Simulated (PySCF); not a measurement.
trifluoro(methoxy)methane (C₂H₃F₃O), SMILES COC(F)(F)F.

The structure is a stationary point at PBE-D3(BJ)/def2-SVP.

Level of theory: PBE-D3(BJ)/def2-SVP (PySCF).

Harmonic, unscaled wavenumbers; measured fundamentals usually lie a few per cent lower.

Computed vibrational spectrum:
```json
[
 {"mode": "1", "ν (cm⁻¹)": "91", "IR (km/mol)": "2.2", "moving atoms (share of kinetic energy)": "H 53 %, F 20 %, C 18 %, O 9 %"},
 {"mode": "2", "ν (cm⁻¹)": "156", "IR (km/mol)": "2.3", "moving atoms (share of kinetic energy)": "H 63 %, F 16 %, O 11 %, C 10 %"},
 {"mode": "3", "ν (cm⁻¹)": "260", "IR (km/mol)": "4.4", "moving atoms (share of kinetic energy)": "F 42 %, C 33 %, H 20 %"},
 {"mode": "4", "ν (cm⁻¹)": "421", "IR (km/mol)": "0.3", "moving atoms (share of kinetic energy)": "F 74 %, O 24 %"},
 {"mode": "5", "ν (cm⁻¹)": "434", "IR (km/mol)": "4.3", "moving atoms (share of kinetic energy)": "F 71 %, C 13 %, O 11 %"},
 {"mode": "6", "ν (cm⁻¹)": "573", "IR (km/mol)": "7.1", "moving atoms (share of kinetic energy)": "F 66 %, C 17 %, O 14 %"},
 {"mode": "7", "ν (cm⁻¹)": "597", "IR (km/mol)": "1.6", "moving atoms (share of kinetic energy)": "F 76 %, O 17 %"},
 {"mode": "8", "ν (cm⁻¹)": "642", "IR (km/mol)": "0.4", "moving atoms (share of kinetic energy)": "F 61 %, O 25 %, C 8 %"},
 {"mode": "9", "ν (cm⁻¹)": "829", "IR (km/mol)": "8.0", "moving atoms (share of kinetic energy)": "F 68 %, O 19 %, C 9 %"},
 {"mode": "10", "ν (cm⁻¹)": "1080", "IR (km/mol)": "36.9", "moving atoms (share of kinetic energy)": "O 44 %, C 41 %, F 9 %"},
 {"mode": "11", "ν (cm⁻¹)": "1129", "IR (km/mol)": "83.9", "moving atoms (share of kinetic energy)": "H 61 %, C 30 %"},
 {"mode": "12", "ν (cm⁻¹)": "1144", "IR (km/mol)": "287.6", "moving atoms (share of kinetic energy)": "C 69 %, H 16 %, F 16 %"},
 {"mode": "13", "ν (cm⁻¹)": "1151", "IR (km/mol)": "74.1", "moving atoms (share of kinetic energy)": "H 59 %, C 34 %"},
 {"mode": "14", "ν (cm⁻¹)": "1218", "IR (km/mol)": "285.6", "moving atoms (share of kinetic energy)": "C 57 %, O 22 %, H 16 %"},
 {"mode": "15", "ν (cm⁻¹)": "1282", "IR (km/mol)": "522.4", "moving atoms (share of kinetic energy)": "C 75 %, F 11 %"},
 {"mode": "16", "ν (cm⁻¹)": "1411", "IR (km/mol)": "3.4", "moving atoms (share of kinetic energy)": "H 96 %"},
 {"mode": "17", "ν (cm⁻¹)": "1426", "IR (km/mol)": "78.2", "moving atoms (share of kinetic energy)": "H 79 %, C 15 %"},
 {"mode": "18", "ν (cm⁻¹)": "1433", "IR (km/mol)": "2.0", "moving atoms (share of kinetic energy)": "H 93 %"},
 {"mode": "19", "ν (cm⁻¹)": "2970", "IR (km/mol)": "27.3", "moving atoms (share of kinetic energy)": "H 97 %"},
 {"mode": "20", "ν (cm⁻¹)": "3060", "IR (km/mol)": "15.0", "moving atoms (share of kinetic energy)": "H 90 %, C 10 %"},
 {"mode": "21", "ν (cm⁻¹)": "3113", "IR (km/mol)": "5.8", "moving atoms (share of kinetic energy)": "H 90 %, C 10 %"}
]
```
